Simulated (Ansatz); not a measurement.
`[NH2][Sb]([SiH3])[InH2]` + `OBF` → `FB[O][InH2]` + `[NH2][SbH][SiH3]`  (cleavage of the In–Sb bond)

Isolated molecules relaxed with PBE0-D4/def2-TZVP in Ansatz; ΔE leaves out vibrations. CCSD(T)/CBS adds triple-zeta CCSD(T) − MP2 to the extrapolated MP2 energy (def2 sets, frozen cores). This one scheme is used for every species. DFT in def2-TZVPP. HSE06 is defined as in plane-wave codes. def2 core potentials past Kr. For In, Sb outer-core shells are correlated without core-valence functions, which leaves a few kJ/mol of doubt a bond. Each species was taken in one conformer, which may not be the lowest.

(1) Is it downhill or uphill in electronic energy at CCSD(T)/CBS, and by how much? (Estimate.)

(2) What do these levels give: HSE06-D4, BHLYP-D4, PBE-QIDH, PBE, HSE06, CAM-B3LYP, HF/def2-SVP, HF/def2-TZVPP, MP2/def2-TZVPP, CCSD(T)/def2-TZVPP, HF/def2-QZVPP, SCS-MP2/def2-QZVPP? (An estimate is asked.)

Largest T1 diagnostic among the species: 0.016.

## Answers

(1) The calculation gave: Uphill: ΔE = +34.3 kJ/mol.

(2) The calculation gave: HSE06-D4 40.7, BHLYP-D4 29.7, PBE-QIDH 35.7, PBE 32.8, HSE06 36.1, CAM-B3LYP 12.3, HF/def2-SVP 10.4, HF/def2-TZVPP 7.2, MP2/def2-TZVPP 36.0, CCSD(T)/def2-TZVPP 24.2, HF/def2-QZVPP 5.0, SCS-MP2/def2-QZVPP 27.4 kJ/mol.

In def2-TZVPP, CCSD(T) changes the Hartree–Fock value by +17.0 kJ/mol (the triples alone add +2.5 kJ/mol) and MP2 by +28.8 kJ/mol. At CCSD(T), def2-SVP lies −14.9 kJ/mol from the extrapolated value and def2-TZVPP −10.1 kJ/mol.
